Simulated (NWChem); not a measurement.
The numbers come from NWChem runs, not from measurements. System: C$_{2}$H$_{6}$Mg, charge 0, spin multiplicity 1, at a geometry optimised with PBE/def2-SVP. The structure started from a generated list of species. Level: EOM-CCSD/def2-SVP, 7 core orbitals frozen.

Input file:

```
start mol
memory heap 100 mb stack 700 mb global 1900 mb
geometry units angstroms nocenter noautoz
  Mg     0.000000     0.000000     0.000320
  C     -0.273803    -2.092299    -0.000142
  H      0.013337    -2.551499    -0.971225
  H     -1.333002    -2.374641     0.186460
  H      0.334171    -2.594567     0.783695
  C      0.273803     2.092299    -0.000142
  H      1.333002     2.374641     0.186460
  H     -0.334171     2.594567     0.783695
  H     -0.013337     2.551499    -0.971225
  symmetry group C2
end
basis spherical
  * library def2-svp
end
scf
  rhf
  nopen 0
  maxiter 100
  thresh 1e-7
  semidirect memsize 60000000 filesize 0
end
tce
  freeze core 7
  ccsd
  nroots 2
  2eorb
  2emet 13
  thresh 1e-5
  maxiter 200
  tilesize 24
  dipole
end
task tce energy
```

Output (cleaned and shortened):

```
             Northwest Computational Chemistry Package (NWChem) 7.3.0
             --------------------------------------------------------

                                NWChem Input Module
                                -------------------

 Scaling coordinates for geometry "geometry" by  1.889725989
 (inverse scale =  0.529177249)

 Turning off AUTOSYM since
 SYMMETRY directive was detected!

                             Geometry "geometry" -> ""
                             -------------------------

 Output coordinates in angstroms (scale by  1.889725989 to convert to a.u.)

  No.       Tag          Charge          X              Y              Z
 ---- ---------------- ---------- -------------- -------------- --------------
    1 Mg                  12.0000     0.00000000     0.00000000     0.00032000
    2 C                    6.0000    -0.27380300    -2.09229900    -0.00014200
    3 H                    1.0000     0.01333700    -2.55149900    -0.97122500
    4 H                    1.0000    -1.33300200    -2.37464100     0.18646000
    5 H                    1.0000     0.33417100    -2.59456700     0.78369500
    6 C                    6.0000     0.27380300     2.09229900    -0.00014200
    7 H                    1.0000     1.33300200     2.37464100     0.18646000
    8 H                    1.0000    -0.33417100     2.59456700     0.78369500
    9 H                    1.0000    -0.01333700     2.55149900    -0.97122500

 Effective nuclear repulsion energy (a.u.)      78.4090148780

            Nuclear Dipole moment (a.u.)
            ----------------------------
        X                 Y               Z
 ---------------- ---------------- ----------------
     0.0000000000     0.0000000000    -0.0000075589

      Symmetry information
      --------------------

 Group name             C2
 Group number              4
 Group order               2
 No. of unique centers     5

      Symmetry unique atoms

     1    2    3    4    5


 Summary of "ao basis" -> "" (spherical)
 ------------------------------------------------------------------------------
       Tag                 Description            Shells   Functions and Types
 ---------------- ------------------------------  ------  ---------------------
 *                          def2-svp                  on all atoms

 Summary of "ao basis" -> "ao basis" (spherical)
 ------------------------------------------------------------------------------
       Tag                 Description            Shells   Functions and Types
 ---------------- ------------------------------  ------  ---------------------
 Mg                         def2-svp                 8       18   4s3p1d
 C                          def2-svp                 6       14   3s2p1d
 H                          def2-svp                 3        5   2s1p

                                 NWChem SCF Module
                                 -----------------

  ao basis        = "ao basis"
  functions       =    76
  atoms           =     9
  closed shells   =    15
  open shells     =     0
  charge          =   0.00
  wavefunction    = RHF
  use symmetry    = T
  symmetry adapt  = T

 Summary of "ao basis" -> "ao basis" (spherical)
 ------------------------------------------------------------------------------
       Tag                 Description            Shells   Functions and Types
 ---------------- ------------------------------  ------  ---------------------
 Mg                         def2-svp                 8       18   4s3p1d
 C                          def2-svp                 6       14   3s2p1d
 H                          def2-svp                 3        5   2s1p

      Symmetry analysis of basis
      --------------------------

        a          39
        b          37

 Forming initial guess at       0.0s

      Superposition of Atomic Density Guess
      -------------------------------------

 Sum of atomic energies:        -277.78010581

      Non-variational initial energy
      ------------------------------

 Total energy =    -278.925797
 1-e energy   =    -537.979642
 2-e energy   =     180.644830
 HOMO         =      -0.294722
 LUMO         =      -0.044930

      Symmetry analysis of molecular orbitals - initial
      -------------------------------------------------

  Numbering of irreducible representations:

     1 a           2 b

  Orbital symmetries:

     1 a           2 a           3 b           4 a           5 b
     6 b           7 a           8 a           9 b          10 a
    11 b          12 b          13 a          14 a          15 b
    16 a          17 a          18 b          19 b          20 a
    21 a          22 b          23 a          24 b          25 a

 Starting SCF solution at       0.2s

 ----------------------------------------------
         Quadratically convergent ROHF

 Convergence threshold     :          1.000E-07
 Maximum no. of iterations :          100
 Final Fock-matrix accuracy:          1.000E-09
 ----------------------------------------------

              iter       energy          gnorm     gmax       time
             ----- ------------------- --------- --------- --------
                 1     -278.6366177748  7.04D-01  2.79D-01      0.2
                 2     -278.6742895117  2.61D-01  6.72D-02      0.3
                 3     -278.6807355068  7.30D-03  3.66D-03      0.3
                 4     -278.6807495991  2.04D-05  8.33D-06      0.3
                 5     -278.6807495991  1.52D-09  4.47D-10      0.4

       Final RHF  results
       ------------------

         Total SCF energy =   -278.680749599103
[...]
   0.0000794727570   0.1963108651631    5.34189
   0.0015393966503   0.2347488014081    6.38784     1.0     1.0

 Iteration  11 using   22 trial vectors
   0.0000383588202   0.1963109748010    5.34190
   0.0008080316099   0.2347357349518    6.38749     1.0     1.0

 Iteration  12 using   24 trial vectors
   0.0000173502720   0.1963108713932    5.34189
   0.0003800131153   0.2347351281472    6.38747     1.0     1.0

 Iteration  13 using   26 trial vectors
   0.0000068565511   0.1963108439202    5.34189
   0.0001879221328   0.2347405349112    6.38762     1.0     1.0

 Iteration  14 using   27 trial vectors
   0.0000068565591   0.1963108439206    5.34189
   0.0000876901203   0.2347408465467    6.38763     0.6     0.6

 Iteration  15 using   28 trial vectors
   0.0000068565731   0.1963108439198    5.34189
   0.0000379114172   0.2347405998603    6.38762     0.6     0.6

 Iteration  16 using   29 trial vectors
   0.0000068565731   0.1963108439175    5.34189
   0.0000153693722   0.2347409741768    6.38763     0.7     0.7

 Iteration  17 using   30 trial vectors
   0.0000068566887   0.1963108439132    5.34189
   0.0000060858433   0.2347410156226    6.38763     0.7     0.7
 --------------------------------------------------------------
 Iterations converged

 Excited state root  1
 Excitation energy / hartree =        0.196310871161711
                   / eV      =        5.341892873917388

 EOM-CCSD transition moments / hartree
 --------------------------------------------
 X    0.0000000 Y    0.0000000 Z    0.0004478
 Oscillator Strength                0.0000000
 --------------------------------------------

 EOM-CCSD dipole moments / hartree & Debye
 ------------------------------------
   X         0.0000000      0.0000000
   Y         0.0000000      0.0000000
   Z        -0.0485731     -0.1234614
 Total       0.0485731      0.1234614
 ------------------------------------

 Singles contributions
    18b   (alpha) ---    15b   (alpha)        0.9119903183
    31b   (alpha) ---    15b   (alpha)        0.1108349063

 Doubles contributions

 Excited state root  2
 Excitation energy / hartree =        0.234740998012112
                   / eV      =        6.387630277816906

 EOM-CCSD transition moments / hartree
 --------------------------------------------
 X    0.0000000 Y    0.0000000 Z    0.0012100
 Oscillator Strength                0.0000002
 --------------------------------------------

 EOM-CCSD dipole moments / hartree & Debye
 ------------------------------------
   X         0.0000000      0.0000000
   Y         0.0000000      0.0000000
   Z         0.0014038      0.0035681
 Total       0.0014038      0.0035681
 ------------------------------------

 Singles contributions
    16a   (alpha) ---    14a   (alpha)        0.8470222838
    20a   (alpha) ---    14a   (alpha)       -0.1599959822
    19b   (alpha) ---    15b   (alpha)       -0.2921919799

 Doubles contributions
    16a   (alpha)    16a   (beta ) ---    15b   (alpha)    15b   (beta )       -0.1803156892
    16a   (alpha)    20a   (beta ) ---    15b   (alpha)    15b   (beta )        0.1197560671
    20a   (alpha)    16a   (beta ) ---    15b   (alpha)    15b   (beta )        0.1197560671

 =========================================
 Excited-state calculation ( b   symmetry)
 =========================================
 Dim. of EOMCC iter. space      500

 EOMCCSD SOLVER TYPE  1
  maxdiff =   0.42634134111255717

 No. of initial right vectors    2

 EOM-CCSD right-hand side iterations
 --------------------------------------------------------------
      Residuum       Omega / hartree  Omega / eV    Cpu    Wall
 --------------------------------------------------------------

 Iteration   1 using    2 trial vectors
   0.4231296165901   0.2890487623439    7.86542
   0.4277788681722   0.2944956251295    8.01364     0.6     0.6

 Iteration   2 using    4 trial vectors
   0.0923450747202   0.2029540995795    5.52266
   0.0943863289336   0.2090316972923    5.68804     0.5     0.5

 Iteration   3 using    6 trial vectors
   0.0386626593057   0.1975763500024    5.37633
   0.0493954596545   0.2036396001122    5.54132     0.5     0.5

 Iteration   4 using    8 trial vectors
   0.0128105797092   0.1965918617343    5.34954
   0.0241956656534   0.2015503858437    5.48447     0.5     0.5

 Iteration   5 using   10 trial vectors
   0.0046751809165   0.1963733952770    5.34359
   0.0138986559433   0.2005717789128    5.45784     0.5     0.5

 Iteration   6 using   12 trial vectors
   0.0022469037369   0.1963049432995    5.34173
   0.0056951432973   0.2003534551734    5.45190     0.5     0.5

 Iteration   7 using   14 trial vectors
   0.0011519498465   0.1962883882312    5.34128
   0.0019576296868   0.2003350790812    5.45140     0.5     0.5

 Iteration   8 using   16 trial vectors
   0.0005194718944   0.1962909669449    5.34135
   0.0007901921258   0.2003235167023    5.45108     0.5     0.5

 Iteration   9 using   18 trial vectors
   0.0001993791905   0.1962940005653    5.34143
   0.0003638127628   0.2003225451279    5.45106     0.5     0.5

 Iteration  10 using   20 trial vectors
   0.0000770645985   0.1962951726497    5.34147
   0.0001986632217   0.2003245441734    5.45111     0.5     0.5

 Iteration  11 using   22 trial vectors
   0.0000374326370   0.1962955051896    5.34147
   0.0001110956733   0.2003249105137    5.45112     0.5     0.5

 Iteration  12 using   24 trial vectors
   0.0000170359989   0.1962954972041    5.34147
   0.0000510234389   0.2003251815128    5.45113     0.5     0.5

 Iteration  13 using   26 trial vectors
   0.0000066875891   0.1962954436132    5.34147
   0.0000208888050   0.2003255219740    5.45114     0.5     0.5

 Iteration  14 using   27 trial vectors
   0.0000066877219   0.1962954436128    5.34147
   0.0000087938388   0.2003255153897    5.45114     0.3     0.3
 --------------------------------------------------------------
 Iterations converged
 ------------------

 Excited state root  1
 Excitation energy / hartree =        0.196295443612766
                   / eV      =        5.341473068772204
 largest EOMCCSD amplitudes: R1 and R2

 Singles contributions
    17a   (alpha) ---    15b   (alpha)       -0.9103909283
    32a   (alpha) ---    15b   (alpha)       -0.1106130688

 Doubles contributions
 ------------------

 Excited state root  2
 Excitation energy / hartree =        0.200325515389746
                   / eV      =        5.451136948207020
 largest EOMCCSD amplitudes: R1 and R2

 Singles contributions
    16a   (alpha) ---    15b   (alpha)        0.8965968413
    20a   (alpha) ---    15b   (alpha)       -0.1403918094
    19b   (alpha) ---    14a   (alpha)       -0.1662557798

 Doubles contributions
    16a   (alpha)    16a   (beta ) ---    14a   (alpha)    15b   (beta )       -0.1101596511
    16a   (alpha)    16a   (beta ) ---    15b   (alpha)    14a   (beta )       -0.1101596511

 No. of initial left vectors    2

 EOM-CCSD left-hand side iterations
 --------------------------------------------------------------
      Residuum       Omega / hartree  Omega / eV    Cpu    Wall
 --------------------------------------------------------------

 Iteration   1 using    2 trial vectors
   0.4662038817334   0.2890487623439    7.86542
   0.4770274993581   0.2944956251295    8.01364     0.8     0.8

 Iteration   2 using    4 trial vectors
   0.0943528933730   0.2034063210102    5.53497
   0.0979345165214   0.2098293971357    5.70975     0.8     0.8

 Iteration   3 using    6 trial vectors
   0.0394190963395   0.1982273479785    5.39404
   0.0503147210895   0.2044111357687    5.56231     0.9     0.9

 Iteration   4 using    8 trial vectors
   0.0130095560974   0.1966265534826    5.35048
   0.0243822462626   0.2015613335741    5.48477     0.9     0.9

 Iteration   5 using   10 trial vectors
   0.0047451555895   0.1963303846265    5.34242
   0.0139535558964   0.2004703042694    5.45508     0.9     0.9

 Iteration   6 using   12 trial vectors
   0.0023052274473   0.1962999494495    5.34160
   0.0057922034101   0.2003471749464    5.45173     0.9     0.9

 Iteration   7 using   14 trial vectors
   0.0011831314328   0.1962972318737    5.34152
   0.0019726423180   0.2003498405828    5.45180     0.9     0.9

 Iteration   8 using   16 trial vectors
   0.0005230138996   0.1962922628802    5.34139
   0.0007824112910   0.2003261486551    5.45115     0.9     0.9

 Iteration   9 using   18 trial vectors
   0.0002008103188   0.1962937114979    5.34143
   0.0003613309440   0.2003233850321    5.45108     0.9     0.9

 Iteration  10 using   20 trial vectors
   0.0000796662511   0.1962951175166    5.34146
   0.0001883522528   0.2003264164199    5.45116     1.0     1.0

 Iteration  11 using   22 trial vectors
   0.0000387131120   0.1962954557932    5.34147
   0.0001057125253   0.2003258030963    5.45114     1.0     1.0

 Iteration  12 using   24 trial vectors
   0.0000172233950   0.1962954427862    5.34147
   0.0000517114321   0.2003252265510    5.45113     1.0     1.0

 Iteration  13 using   26 trial vectors
   0.0000068067405   0.1962954179525    5.34147
   0.0000215883908   0.2003255851916    5.45114     1.0     1.0

 Iteration  14 using   27 trial vectors
   0.0000068068594   0.1962954179523    5.34147
   0.0000089160288   0.2003255758931    5.45114     0.6     0.6
 --------------------------------------------------------------
 Iterations converged

 Excited state root  1
 Excitation energy / hartree =        0.196295443612766
                   / eV      =        5.341473068772204

 EOM-CCSD transition moments / hartree
 --------------------------------------------
 X    0.0003303 Y    0.0051569 Z    0.0000000
 Oscillator Strength                0.0000035
 --------------------------------------------

 EOM-CCSD dipole moments / hartree & Debye
 ------------------------------------
   X         0.0000000      0.0000000
   Y         0.0000000      0.0000000
   Z         0.0623564      0.1584954
 Total       0.0623564      0.1584954
 ------------------------------------

 Singles contributions
    17a   (alpha) ---    15b   (alpha)       -0.9103909283
    32a   (alpha) ---    15b   (alpha)       -0.1106130688

 Doubles contributions

 Excited state root  2
 Excitation energy / hartree =        0.200325515389746
                   / eV      =        5.451136948207020

 Task  times  cpu:       50.2s     wall:       50.2s

 Total times  cpu:       50.3s     wall:       50.3s
```
